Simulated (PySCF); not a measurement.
Compound: C₈H₆F₃O₂ (charge -1).
Cartesian coordinates in Å at the PBE0-D3(BJ)/def2-SVP level; atoms count from 1:
```
atom  x, y, z in Å
O1     4.7316    0.9616    0.6375
C2     4.0846   -0.0731    0.4297
O3     4.4059   -1.2697    0.4378
C4     2.6141    0.1632    0.1047
C5     1.4334    0.3419   -0.1529
C6     0.0211    0.4857   -0.4208
C7    -0.8288    1.5917    0.2327
F8    -1.0340    2.7342   -0.4895
C9    -2.0076    0.6249    0.3294
C10   -0.9863   -0.5171    0.2094
C11   -1.3382   -1.7305   -0.5941
F12   -1.8325   -1.3782   -1.8104
F13   -2.3090   -2.4521    0.0286
H14   -0.1881    0.5322   -1.5055
H15   -0.4192    1.8709    1.2173
H16   -2.6131    0.6945   -0.5866
H17   -2.6591    0.6652    1.2130
H18   -0.6154   -0.8500    1.1900
H19   -0.4661   -2.3869   -0.7586
```

Theory: PBE0-D3(BJ)/def2-SVP geometry optimisation, gas phase (PySCF).

Take the most abundant isotopes and a rigid rotor. The values belong to one conformer with, in the numbering `[O:1]=[C:2]([O-:3])[C:4]#[C:5][C@@H:6]1[C@@H:7]([F:8])[CH2:9][C@H:10]1[CH:11]([F:12])[F:13]`, C9–C10–C11–F12 49°, C5–C6–C7–F8 96°, C6–C7–C9–C10 21°, C7–C9–C10–C11 -142°, C5–C6–C10–C9 146°.

Task: Give the principal moments of inertia and the rotational constants in GHz.

Result: Ia = 475.46, Ib = 1338.32, Ic = 1684.43 u·Å²; 505379 MHz·u·Å²/I gives 1063, 377.6 and 300.0 MHz, that is A = 1.0629, B = 0.3776, C = 0.3000 GHz.

Task: What kind of rotor is it?

Result: An asymmetric top; Ray's κ = -0.797.

Task: Is it planar, by Δ = Ic − Ia − Ib?

Result: Not planar: Δ = Ic − Ia − Ib = -129.35 u·Å². For a rigid frame Δ = −2 Σ m c², so Σ m c² = 64.67 u·Å² lies off the ab plane: 8.83 from hydrogen and 55.84 from heavier atoms. The atom farthest from that plane is 1.71 Å away.

Task: Give the other two planar moments, Paa and Pbb, and the rms extents of the mass along the axes.

Result: Paa = Σ m a² = (Ib + Ic − Ia)/2 = 1273.65 and Pbb = Σ m b² = (Ia + Ic − Ib)/2 = 410.78 u·Å². With the mass M = 191.03 u, the rms extents √(P/M) along a, b and c are 2.58, 1.47, 0.58 Å.

Task: Which lines would a microwave search look for?

Result: The dipole components (about the centre of mass, as the species is charged) are |μa| = 14.92 D, |μb| = 1.26 D, |μc| = 1.01 D. Intensities carry the squares of the components, which stand as 1.00 : 0.01 : 0.00 (a : b : c). Some lines, for components of 0.1 D or more:

| type | branch | J(Ka,Kc) | MHz | lower level (cm⁻¹) |
| --- | --- | --- | --- | --- |
| a | Q | 3(1,2) ← 3(1,3) | 465 | 0.152 |
| b | R | 2(0,2) ← 1(1,1) | 664 | 0.045 |
| a | R | 2(1,2) ← 1(1,1) | 1278 | 0.045 |
| a | R | 2(1,1) ← 1(1,0) | 1433 | 0.048 |
| a | R | 3(1,3) ← 2(1,2) | 1913 | 0.088 |
| b | Q | 3(2,1) ← 3(1,2) | 1974 | 0.167 |
| a | R | 3(1,2) ← 2(1,1) | 2145 | 0.096 |
| b | Q | 2(2,1) ← 2(1,2) | 2289 | 0.088 |
| b | Q | 3(2,2) ← 3(1,3) | 2409 | 0.152 |
| b | R | 2(2,1) ← 1(1,0) | 3489 | 0.048 |
| b | R | 2(2,0) ← 1(1,1) | 3573 | 0.045 |
| c | Q | 3(3,1) ← 3(2,1) | 3593 | 0.233 |
| c | R | 3(3,0) ← 2(2,0) | 5651 | 0.165 |
| b | R | 3(3,0) ← 2(2,1) | 5658 | 0.164 |

Task: Estimate the classical rotational partition function at 25 K, 50 K and 100 K.

Result: Point group C1, symmetry number σ = 1; q = (√π/σ)·√((kT/h)³/(ABC)), k/h = 20836.6 MHz/K: 60700 at 25 K, 172000 at 50 K, 486000 at 100 K.

Whether it is a minimum is left open (no frequencies). Constants of a rigid frame at the computed geometry: no zero-point averaging, no centrifugal distortion.
